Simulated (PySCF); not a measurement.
Cd(Et) (C2H5Cd), SMILES C[CH2][Cd+], charge +1. Geometry: PBE-D3(BJ)/def2-TZVP. The spin state was assumed, not searched. The isomer is the one that the SMILES or the coordinates give; other isomers of the formula were not compared. The def2 effective core potentials stand for the cores of Cd; spin–orbit coupling is left out.

Computed equilibrium geometry at PBE-D3(BJ)/def2-TZVP (PySCF confirms it by a frequency run) as Cartesian coordinates in Å, and its point group:
point group Cs.
```xyz
8

Cd    -0.0443    -0.7088     0.0000
C      0.6893     1.4337     0.0000
C     -0.4270     2.4167     0.0000
H      1.2916     1.3659     0.9138
H      1.2916     1.3659    -0.9138
H     -1.0505     2.3872    -0.9016
H     -1.0505     2.3872     0.9016
H      0.0710     3.4118     0.0000
```
Charge +1, spin multiplicity 1.
